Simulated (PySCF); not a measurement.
B3H9N2.
SMILES: `B[NH+]1[BH2-][NH2+][BH2-]1`

The closed-shell ground state was solved at several levels (PySCF, density fitting, gas phase, non-relativistic). The structure is a single GFN2-xTB conformer in the gas phase; no vibrational or solvent corrections.

```
              level  basis functions  total energy (Eh)  HOMO (eV)  LUMO (eV)  gap (eV)  dipole (D)
     PBE0/def2-SVPD              172          -189.1812      -8.38      -1.05      7.33        1.71
        B3LYP/pcJ-1              225          -189.5840      -8.16      -1.23      6.93        1.72
CAM-B3LYP/def2-SVPD              172          -189.3161      -9.79      -0.01      9.78        1.66
```

(1) What might PBE0/pcSseg-1 (130 basis functions) give for the same quantities?

(2) Over all these levels, which gives the widest orbital gap and which the narrowest?

(3) How far do the dipole and the HOMO energy spread over the levels?

Results:

(1) Total energy -189.2832 Eh, HOMO -8.37 eV, LUMO -1.00 eV, gap 7.37 eV, dipole 1.69 D.

(2) CAM-B3LYP/def2-SVPD (range-separated hybrid) has the widest, 9.78 eV, and B3LYP/pcJ-1 (global hybrid, 20 % exact exchange) the narrowest, 6.93 eV. Functional and basis both differ between the two, so the spread mixes both effects.

(3) The dipole runs from 1.66 to 1.72 D (mean 1.69 D) and the HOMO from -9.79 to -8.16 eV.
